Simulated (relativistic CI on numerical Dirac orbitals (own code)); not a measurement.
**Spin-allowed bands of a d3 ion in a tetrahedral site, by hand**

Problem. Take Δ = 6000 cm⁻¹ and B = 790 cm⁻¹ for a d3 ion in a tetrahedral site. Calculate the three spin-allowed bands.

Working.
1. The terms of highest spin are 4F (energy 0) and 4P (15B = 11850 cm⁻¹). Here the F term splits into A2 at +1.2Δ = 7200, T2 at +0.2Δ = 1200 and T1 at −0.6Δ = -3600 cm⁻¹.
2. The two T1 states mix through the element 0.4Δ: H = [[-3600, 2400], [2400, 11850]], with roots ½(H₁₁ + H₂₂) ∓ ½√[(H₂₂ − H₁₁)² + 4H₁₂²] = ½(8250) ∓ ½(16178) = -3964 and 12214 cm⁻¹.
3. The ground term is 4T1 at -3964 cm⁻¹.
4. Bands: 4T2 5164 cm⁻¹ (1936 nm), 4A2 11164 cm⁻¹ (896 nm), 4T1(P) 16178 cm⁻¹ (618 nm).

Check. Exact diagonalisation of the whole d3 shell with these parameters gives 4T2 5164, 4A2 11164, 4T1 16178 cm⁻¹. The match is exact, since without spin-orbit coupling no other term has this spin. The ratio of the second band to the first, 2.162, depends on Δ/B = 7.6 alone, which is how a Tanabe-Sugano diagram is read.
